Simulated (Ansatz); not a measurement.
GeMe2H2 (C2H8Ge), relaxed as a singlet with RKS B3LYP-D4/def2-SVP in Ansatz, starting from the GFN2-xTB geometry. Force threshold 0.02 eV/Å.

Start:

```xyz
11

C    -1.179   -0.484    1.063
C     0.639    0.373   -1.485
Ge    0.595    0.123    0.466
H    -1.202   -0.650    2.136
H    -1.449   -1.415    0.571
H    -1.936    0.257    0.819
H     1.614    0.717   -1.821
H    -0.102    1.106   -1.793
H     0.418   -0.563   -1.994
H     1.645   -0.873    0.880
H     0.958    1.410    1.158
```

Task: Estimate the energy that the relaxation releases and the steps that it takes.

Result: 1.3 kcal/mol, in 4 steps; 6.5 s on 2 threads of Intel Xeon 6975P-C on a shared host. No frequencies were taken in this run, so the end may be a saddle point.

Task: Does the start keep its bonding and symmetry?

Result: By distances, no bond broke or formed. The bond that changes most is Ge3–H10, from 1.51 to 1.55 Å (atoms count from 1). Point group C2v at the start, C2v at the end, both within 0.05 Å.

Task: Predict the relaxed structure.

Result: 
```xyz
11

C    -1.178   -0.484    1.055
C     0.631    0.372   -1.482
Ge    0.601    0.123    0.470
H    -1.200   -0.636    2.144
H    -1.437   -1.435    0.565
H    -1.942    0.264    0.791
H     1.623    0.714   -1.817
H    -0.116    1.123   -1.783
H     0.398   -0.575   -1.992
H     1.667   -0.924    0.878
H     0.951    1.459    1.171
```
Bond lengths: 2 × C–Ge 1.97 Å; 6 × C–H 1.10 Å; 2 × Ge–H 1.55 Å.
